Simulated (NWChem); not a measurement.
System meant: C2H7GaO; SMILES [CH3][Ga]([CH3])[OH]

NWChem input:

```
start job
memory heap 200 mb stack 900 mb global 1100 mb
geometry units angstroms noautoz
  Ga     0.019034     0.003539    -0.005011
  C     -0.630720    -1.852516    -0.098104
  H      0.188095    -2.580892    -0.191576
  H     -1.306984    -1.978605    -0.958581
  H     -1.208803    -2.097519     0.807396
  C     -1.014172     1.663252     0.104927
  H     -1.647783     1.789891    -0.787165
  H     -0.337437     2.526182     0.180258
  H     -1.681156     1.658306     0.981239
  O      1.792155     0.296656    -0.017077
  H      2.338644    -0.492812    -0.073692
end
basis spherical
  Ga library def2-svp
  C library def2-svp
  H library def2-svp
  O library def2-svp
end
dft
  xc xpbe96 cpbe96
  iterations 4
  mulliken
end
task dft energy
```

End of the output:

```
    Atom       Charge   Shell Charges
 -----------   ------   -------------------------------------------------------
    1 Ga  31    30.73   2.00  2.00  1.94  0.67  0.25  5.99  5.84  1.06  0.54  7.75  2.05  0.65
    2 C    6     6.24   1.96  0.58  0.34  1.85  1.46  0.04
    3 H    1     0.96   0.62  0.27  0.07
    4 H    1     0.95   0.62  0.26  0.07
    5 H    1     0.95   0.62  0.26  0.07
    6 C    6     6.23   1.96  0.58  0.34  1.86  1.45  0.04
    7 H    1     0.95   0.62  0.26  0.07
    8 H    1     0.95   0.62  0.26  0.07
    9 H    1     0.95   0.62  0.26  0.07
   10 O    8     8.16   1.97  0.88  0.60  2.66  2.02  0.01
   11 H    1     0.92   0.56  0.18  0.18

 center of mass
 --------------
 x =   0.06195602 y =   0.01645761 z =   0.00002805

 moments of inertia (a.u.)
 ------------------
         382.341741182723           0.000000000000           0.000000000000
           0.000000000000         306.137864350860          -0.000000000000
           0.000000000000          -0.000000000000         665.849226945380

     Multipole analysis of the density
     ---------------------------------

     L   x y z        total         alpha         beta         nuclear
     -   - - -        -----         -----         ----         -------
     0   0 0 0      0.000000    -29.000000    -29.000000     58.000000

     1   1 0 0     -0.323991     -0.161995     -0.161995     -0.000000
     1   0 1 0     -0.549494     -0.274747     -0.274747     -0.000000
     1   0 0 1     -0.002164     -0.001082     -0.001082     -0.000000

     2   2 0 0    -27.224463   -100.068259   -100.068259    172.912055
     2   1 1 0     -2.649546      0.815203      0.815203     -4.279952
     2   1 0 1     -0.010304      0.001333      0.001333     -0.012969
     2   0 2 0    -27.215347   -131.087188   -131.087188    234.959030
     2   0 1 1     -0.008901      0.005541      0.005541     -0.019983
     2   0 0 2    -25.749071    -18.488199    -18.488199     11.227328

 ------------------------------------------------------------------------
 dft energy failed                                                                                  0
 ------------------------------------------------------------------------
 ------------------------------------------------------------------------
  current input line :
    27: task dft energy
 ------------------------------------------------------------------------
 ------------------------------------------------------------------------
 This type of error is most commonly associated with calculations not reaching convergence criteria
 ------------------------------------------------------------------------
 For more information see the NWChem manual at https://nwchemgit.github.io

0:dft energy failed:Received an Error in Communication
```

Question: What is wrong, and how is it mended?

Answer: The run did not converge; its last values are not results. Cause: the SCF was allowed too few iterations. This input runs:
```
start job
memory heap 200 mb stack 900 mb global 1100 mb
geometry units angstroms noautoz
  Ga     0.019034     0.003539    -0.005011
  C     -0.630720    -1.852516    -0.098104
  H      0.188095    -2.580892    -0.191576
  H     -1.306984    -1.978605    -0.958581
  H     -1.208803    -2.097519     0.807396
  C     -1.014172     1.663252     0.104927
  H     -1.647783     1.789891    -0.787165
  H     -0.337437     2.526182     0.180258
  H     -1.681156     1.658306     0.981239
  O      1.792155     0.296656    -0.017077
  H      2.338644    -0.492812    -0.073692
end
basis spherical
  * library def2-svp
end
dft
  xc xpbe96 cpbe96
  iterations 150
  mulliken
end
task dft energy
```
It converges to -2079.68220 Ha (PBE/def2-SVP).
